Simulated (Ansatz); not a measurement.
CH6O3Sn (SMILES C[Sn](O)(O)O): methods side by side

CH6O3Sn has 11 atoms, charge 0, and is taken as a singlet. SMILES: `C[Sn](O)(O)O`. Geometry: optimised at B3LYP/def2-SVP. This is one conformer, not always the lowest.

```xyz
11

C    -1.6565    0.8323    0.1633
Sn    0.2492   -0.1251   -0.0245
O     0.6405   -1.3508    1.4993
O     1.7555    1.1802   -0.0940
O     0.3883   -1.2285   -1.6799
H    -1.4993    1.8672    0.4964
H    -2.1551    0.8199   -0.8154
H    -2.2557    0.2825    0.9018
H     1.5114   -1.1556    1.8755
H     2.3251    0.9993   -0.8561
H     0.6966   -2.1215   -1.4665
```

Each level gives the dissociation energy of the H7–C1 bond into doublet H and doublet CH5O3Sn (shapes relaxed at B3LYP/def2-SVP, no zero-point term) (eV). The values are calculated.

```
                            level                    kind  program  value (eV)  CPU time (all runs)
     HF/def2-SVP (core potential)            Hartree–Fock   Ansatz        3.66                6.7 s
  SVWN5/def2-SVP (core potential)                     LDA   Ansatz        5.30                4.9 s
    PBE/def2-SVP (core potential)                     GGA   Ansatz        4.74                8.9 s
 r2SCAN/def2-SVP (core potential)                meta-GGA   Ansatz        4.64                 21 s
PBE0-D4/def2-SVP (core potential)           global hybrid   Ansatz        4.73                 13 s
wB97M-V/def2-SVP (core potential)  range-separated hybrid   Ansatz        4.90                 49 s
 B2PLYP/def2-SVP (core potential)           double hybrid   Ansatz        4.73                 18 s
```

Spin-orbit coupling, which can split open shells on such heavy atoms by tenths of an eV, is left out. The values span 3.66 to 5.30 eV. Hartree–Fock misses the correlation of the electron pair that is broken and comes out low. Measured bond enthalpies also hold zero-point and thermal terms, a few tenths of an eV less. CPU times are rough (shared hosts, several kinds of processor): they show what a rung costs within a factor of a few.
